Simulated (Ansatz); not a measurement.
Input file for Ansatz (an electronic-structure program): R-r2SCAN/def2-TZVPP on N2 (SMILES N#N).

Ansatz 0.2 input:
```yaml
crystal:
  periodic: [false, false, false]
  atoms:
    - {symbol: N, position_ang: [0.00000000, -0.00000000, 0.54545039]}
    - {symbol: N, position_ang: [-0.00000000, 0.00000000, -0.54545039]}
basis:
  gaussian:
    orbitals: def2-TZVPP
hamiltonian:
  xc: {name: r2SCAN}
scf: {lower_state_search: off}
```

It printed:

```
WARN ansatz: RAYON_NUM_THREADS=1 ignored (pool sized by the plan → 1); use --threads N
Functional definition: r2SCAN
these checks for a lower state are left out or cut short: stability, starts, cluster_reference, orbital_swaps, neighbouring_geometries, increment
integrals: 0.01 GiB planned
310 factors; their error is unknown
mean field: 0.10 GiB planned
mean field evaluation 1: about -2978.6052 eV, gradient 2.7e1 eV
mean field evaluation 2: about -2979.2096 eV, gradient 2.1e1 eV
mean field evaluation 4: about -2979.9775 eV, gradient 8.7e-2 eV
mean field evaluation 8: about -2979.9765 eV, gradient 8.9e-4 eV
mean field -2979.97649349 eV, -109.5121162352 hartree, gradient 1.3e-6 eV, S^2 0.000000; 0 other end points of the search recorded, 0 dependent functions left out
reference -2979.97649794 eV, -109.5121163987 hartree; 7, 7 occupied and 55, 55 virtual orbitals, 310 factors
Total energy: -2979.97649794 eV, -109.5121163987 hartree
Checks for a lower state left out: stability, starts, cluster_reference, orbital_swaps, neighbouring_geometries, increment
```

The calculation finished and met its thresholds.

Cost: around 0.4 core-seconds (rough).
